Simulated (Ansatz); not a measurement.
Cartesian coordinates (Å):
```xyz
9

C      0.1055    -1.1024     0.0780
N      1.4640    -0.4868     0.1201
Si     1.1516     1.1188    -0.0020
Si    -1.0564     0.4333    -0.0926
H     -0.0830    -1.6803     0.9877
H      0.0230    -1.7942    -0.7655
H      2.1870     2.1829    -0.0078
H     -1.9691     0.7420     1.0383
H     -1.8225     0.5867    -1.3562
```
Charge 0, multiplicity 1.

The numbers are results of Ansatz (a quantum-chemistry and plane-wave program) with frozen-core CCSD(T)/cc-pVTZ // B3LYP-D3(BJ)/def2-TZVP, not measurements. The restricted HF reference is unstable towards unrestricted orbitals.

| Property | Value |
|---|---|
| HF energy | -673.05779 Ha |
| MP2 correlation energy | -0.61639 Ha |

### Question
Estimate the CCSD correlation energy, the (T) correction, the total energy and the T1 diagnostic.

### Answer

```yaml
CCSD correlation energy: -0.65098 Ha
"(T) correction": -0.03351 Ha
CCSD(T) total energy: -673.74228 Ha
T1 diagnostic: 0.017
```
